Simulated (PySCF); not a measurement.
**Dipole response of Br⁺ (bromine, charge +1)**

[Ar] 3d10 4s2 4p4, high-spin 3P determinant. Calculation: PySCF 2.14, in aug-cc-pVQZ-PP with one added diffuse shell each of s, p, d, f, g type with ECP10MDF (8s7p6d4f3g, 114 functions); scalar relativity through the core potential. Coupled (time-dependent) response in atomic units; α is the mean over directions.

```csv
method,mean α (bohr³),"α xx, yy, zz",C₆ (like pair),S(−4)
B97-3,12.58,"12.23, 13.28, 12.23",77.83,33.18
```

S(−4) is the Cauchy moment in α(ω) = α(0) + S(−4) ω² + …

Spin-orbit coupling is absent.

α(iu) at B97-3:

```
u (hartree)  α(iu) (bohr³)
          0          12.58
     0.0500          12.50
      0.100          12.26
      0.200          11.40
      0.300          10.23
      0.500          7.800
      0.750          5.430
       1.00          3.873
       1.50          2.197
       2.00          1.410
       3.00         0.7363
       5.00         0.3200
```

A single London oscillator, α(iu) = α/(1 + u²/ω²), gives C₆ = (3/4) ω α². Matching the computed C₆ needs ω = 4 × 77.83 / (3 × 12.58²) = 0.656 hartree.

For an ion, C₆ is the dispersion term alone; charge-induced terms of lower order in 1/R come first.

The components differ because the open shell of this determinant is not spherical; for a pure term their mean is the scalar polarisability.

Energies and moments cover only the electrons outside the core potential.
